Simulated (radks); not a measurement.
Values are calculated unless marked as measured or tabulated.
Q: La8+, configuration [Kr] 4d10 5s2 5p1. Level of theory: scalar-relativistic Kohn-Sham, LDA (Slater exchange, Perdew-Wang correlation), spin-polarised, spherical densities, finite nucleus; open shells are filled with parallel spins first (spin-orbit coupling, left out, can overturn this in heavy ions); Fermi nuclear charge, rms radius 4.855 fm (a radial shooting solver on a logarithmic mesh with Libxc functionals). Some entries of the table are withheld. Estimate them.

orbital  occ.  eigenvalue (eV)  <r^2> (bohr^2)  r(max) (bohr)
1s up       1        -38816.29       0.0008551        0.01609
1s down     1        -38816.20       0.0008551        0.01609
2s up       1        -6270.082         0.01364        0.09103
2s down     1        -6270.027         0.01364        0.09103
2p up       3        -5634.182         0.01085        0.07314
2p down     3        -5634.103         0.01085        0.07314
3s up       1        -1423.580         0.09312         0.2607
3s down     1        -1423.495         0.09312         0.2607
3p up       3        -1220.405         0.09307         0.2550
3p down     3        -1220.313         0.09307         0.2550
3d up       5        -927.5957         0.07971         0.2099
3d down     5        -927.5087         0.07970         0.2099
4s up       1        -369.2943          0.4799         0.6073
4s down     1        -369.1148          0.4796         0.6073
4p up       3        -302.8642          0.5405         0.6338
4p down     3        -302.6639          0.5399         0.6339
4d up       5        -206.4574             (1)         0.6684
4d down     5        -206.1867             (2)         0.6683
5s up       1        -131.8968           2.232          1.342
5s down     1        -130.6682           2.227          1.338
5p up       1        -111.8422           2.667          1.463
5p down     0        -110.5562           2.669          1.460

A: 
(1) 4d up <r^2> (bohr^2): 0.6627
(2) 4d down <r^2> (bohr^2): 0.6604
